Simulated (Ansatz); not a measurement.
A run for Ansatz (a first-principles code): U-CCSD(T)/aug-cc-pVDZ on BeFHO (SMILES [OH][Be][F]), a point of a bond scan (R = 0.858 Å).

Ansatz 0.2 input:
```yaml
crystal:
  periodic: [false, false, false]
  atoms:
    - {symbol: Be, position_ang: [0.02934244, 0.01481768, -0.02556009]}
    - {symbol: F, position_ang: [0.98280109, 0.52800817, -0.89505489]}
    - {symbol: O, position_ang: [-0.99864586, -0.46736623, 0.82454057]}
    - {symbol: H, position_ang: [-0.97593598, -1.01190956, 1.48772289]}
basis:
  gaussian:
    orbitals: aug-cc-pVDZ
correlation: {method: ccsd_t, electrons: outside_noble_gas}
scf: {omitted_lower_state_checks: [cluster_reference]}
magnetization: {spin_polarized: true, initial_magnetization: 0}
```

The head of its log:

```
WARN ansatz: RAYON_NUM_THREADS=1 ignored (pool sized by the plan → 1); use --threads N
Functional definition: HF
these checks for a lower state are left out or cut short: cluster_reference
integrals: 0.10 GiB planned
721 factors; integrals over basis functions are off by at most 6.4e-4 eV
mean field: 0.18 GiB planned
mean field evaluation 1: about -5157.9300 eV, gradient 3.2e1 eV
mean field evaluation 2: about -5157.9948 eV, gradient 3.2e1 eV
mean field evaluation 4: about -5161.4770 eV, gradient 1.3e0 eV
mean field evaluation 8: about -5161.4971 eV, gradient 1.6e-3 eV
mean field -5161.49706451 eV, -189.6815185324 hartree, gradient 8.3e-7 eV, S^2 0.000000; 0 other end points of the search recorded, 0 dependent functions left out
3 core orbitals not correlated
reference -5161.49706451 eV, -189.6815185324 hartree; 8, 8 occupied and 67, 67 virtual orbitals, 721 factors
```

**Question.** Predict the final total energy.

**Answer.** -190.1448 hartree (reference determinant -189.6815, T1 diagnostic 0.015).
